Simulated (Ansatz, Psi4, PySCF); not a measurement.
C₆H₁₂BO₂ (SMILES [CH2]C1(C)OBOC1(C)C), doublet, at a GFN2-xTB geometry. Base run: MP2/STO-3G run with PySCF.

Input for PySCF:
```python
from pyscf import gto, scf, mp

mol = gto.M(
    atom='''
C     1.449594    0.824541    1.180045
C     0.840397    0.072580    0.077224
C     1.570844    0.380696   -1.242600
O     0.948034   -1.332436    0.306461
B    -0.241839   -1.923405    0.052349
O    -1.228855   -1.040667   -0.235692
C    -0.744738    0.281505   -0.044207
C    -1.198247    1.167250   -1.198473
C    -1.323393    0.809916    1.272738
H     1.755944    1.840154    1.030076
H     1.640508    0.345471    2.118160
H     1.514850    1.438215   -1.479618
H     1.143870   -0.206130   -2.051776
H     2.614030    0.095768   -1.127793
H    -0.400404   -3.074053    0.072338
H    -2.283479    1.237721   -1.174985
H    -0.779572    2.164452   -1.096552
H    -0.910122    0.746286   -2.156560
H    -1.021072    0.167717    2.096147
H    -0.975967    1.822080    1.460958
H    -2.409570    0.805245    1.213347
''',
    basis='sto-3g',
    charge=0,
    spin=1,
    verbose=4,
)

mf = scf.UHF(mol)
mf.kernel()

pt = mp.MP2(mf)
pt.kernel()
print('E(MP2) = %.10f' % pt.e_tot)
```

The same geometry, method and basis name were run in Ansatz (a first-principles code) and Psi4 and PySCF, at each program's defaults and at the settings that a row names. The base is PySCF at its defaults. Differences at the defaults can come from grids, fitting, cores and function types together.

| code and settings | ΔE vs base (µEh) | basis functions | E (Eh) | SCF cycles |
|---|---|---|---|---|
| PySCF, defaults (exact integrals, spherical functions, all electrons correlated) | 0.0 | 57 | -404.00415 | 12 |
| Psi4, defaults (density fitting with its default set, spherical functions, all electrons correlated) | -852 | 57 | -404.00500 | 15 |
| Ansatz, defaults (factorised integrals, spherical functions, frozen core) | 3679 | 57 | -404.00047 | - |
| PySCF, frozen core | 3615 | 57 | -404.00053 | 12 |
| Psi4, exact integrals, spherical functions, frozen core | 3615 | 57 | -404.00053 | 15 |
| Ansatz, high accuracy, frozen core | 3615 | 57 | -404.00053 | - |

Open shells are given as the SCF converged; they aren't shown to be the lowest states, and a large step between rows can be another state.
